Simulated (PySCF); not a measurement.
## Calcium: a sound run and one with changed settings

Sound run: Ca [Ar] 4s2, Ca+ [Ar] 4s1. Computed with PySCF 2.14 in aug-cc-pVDZ-X2C (6s5p3d, 36 functions), with scalar relativity by spin-free X2C-1e. The sound run starts from symmetry-adapted Hartree-Fock orbitals and uses a fine grid where one is needed.

A second run was set up differently.

```tsv
species	method	sound run (hartree)	changed run (hartree)	converged
Ca	UHF	-679.62922	-679.62922	yes
Ca	TPSS	-680.46433	-680.39652	yes
Ca	r2SCAN	-680.40006	-680.23057	yes
Ca+	UHF	-679.44009	-679.44009	yes
Ca+	TPSS	-680.24289	-680.16266	yes
Ca+	r2SCAN	-680.18503	-680.00574	yes
```

Ionisation energy of Ca:

```json
{"method": "UHF", "sound run (eV)": "5.147", "changed run (eV)": "5.147"}
{"method": "TPSS", "sound run (eV)": "6.026", "changed run (eV)": "6.364"}
{"method": "r2SCAN", "sound run (eV)": "5.851", "changed run (eV)": "6.118"}
```

(1) What was changed?
A. a valence shell is frozen
B. too few SCF iterations
C. basis contracted for another Hamiltonian
D. radial grid too coarse

## Answers

(1) D. It used radial step 0.8 in ln r (0.13 in the sound run). A coarse radial grid mis-integrates the density and the exchange-correlation energy, with errors of either sign; Hartree-Fock needs no grid.
